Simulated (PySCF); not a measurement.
CH5Cl2NSi, SMILES C[Si](N)(Cl)Cl.

The structure is a stationary point at PBE0-D3(BJ)/def2-SVP. The values are those of a single conformer.

All values below come from PySCF with TDA-PBE/def2-SVPD.

Vertical excitations. The molecule is in vacuum.

Computed lowest excited states:
```tsv
state	energy (eV)	λ (nm)	f	main pairs
S1	6.13	202	0.026	HOMO→LUMO 98 %
S2	6.51	191	0.005	HOMO→LUMO+1 99 %
S3	6.97	178	0.036	HOMO−1→LUMO 95 %
S4	7.12	174	0.065	HOMO−2→LUMO 89 %
S5	7.18	173	0.020	HOMO→LUMO+3 47 %, HOMO→LUMO+2 43 %, HOMO−2→LUMO 8 %
S6	7.33	169	0.003	HOMO−3→LUMO 87 %
S7	7.41	167	0.057	HOMO→LUMO+3 37 %, HOMO→LUMO+2 33 %, HOMO−3→LUMO 11 %, HOMO−1→LUMO+1 6 %
S8	7.52	165	0.019	HOMO−1→LUMO+1 61 %, HOMO−2→LUMO+1 27 %
S9	7.63	162	0.032	HOMO−4→LUMO 44 %, HOMO−2→LUMO+1 36 %, HOMO−1→LUMO+1 13 %
S10	7.66	162	0.010	HOMO→LUMO+4 76 %, HOMO−4→LUMO 16 %
T1	5.88	211	0	HOMO→LUMO 99 %
T2	6.36	195	0	HOMO→LUMO+1 99 %
T3	6.80	182	0	HOMO−1→LUMO 94 %
T4	6.87	181	0	HOMO→LUMO+2 91 %
```
Triplets are in the Tamm–Dancoff approximation.
